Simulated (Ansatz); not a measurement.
Start from `[O]=[Mo](=[O])([Cl])[Cl]` and change one atom or group to get `[O]=[Mo](=[O])([F])[Cl]`.

Ansatz, PBE0-D4/def2-TZVP geometries, multiplicity 1. 

Elements past krypton have def2 core potentials.

| property | `[O]=[Mo](=[O])([Cl])[Cl]` |
| --- | --- |
| HOMO–LUMO gap (PBE0/def2-TZVPP) / eV | 6.20 |
| HOMO energy (PBE/def2-TZVPP) / eV | -8.32 |
| HOMO energy (ωB97M-V/def2-TZVPP) / eV | -12.20 |
| LUMO energy (PBE0/def2-TZVPP) / eV | -3.77 |
| HOMO–LUMO gap (PBE/def2-TZVPP) / eV | 3.93 |
| HOMO energy (B3LYP/def2-TZVPP) / eV | -9.68 |

(1) What does the change do to each property? (An estimate is asked.)

Answers

(1) The calculation gave: 
```json
{"property": "HOMO–LUMO gap (PBE0/def2-TZVPP) / eV", "`[O]=[Mo](=[O])([F])[Cl]`": "6.50", "shift": "0.30"}
{"property": "HOMO energy (PBE/def2-TZVPP) / eV", "`[O]=[Mo](=[O])([F])[Cl]`": "-8.35", "shift": "-0.03"}
{"property": "HOMO energy (ωB97M-V/def2-TZVPP) / eV", "`[O]=[Mo](=[O])([F])[Cl]`": "-12.30", "shift": "-0.10"}
{"property": "LUMO energy (PBE0/def2-TZVPP) / eV", "`[O]=[Mo](=[O])([F])[Cl]`": "-3.51", "shift": "0.26"}
{"property": "HOMO–LUMO gap (PBE/def2-TZVPP) / eV", "`[O]=[Mo](=[O])([F])[Cl]`": "4.18", "shift": "0.25"}
{"property": "HOMO energy (B3LYP/def2-TZVPP) / eV", "`[O]=[Mo](=[O])([F])[Cl]`": "-9.73", "shift": "-0.05"}
```

B3LYP here is the variant with VWN-RPA as its local correlation; programs differ in this.
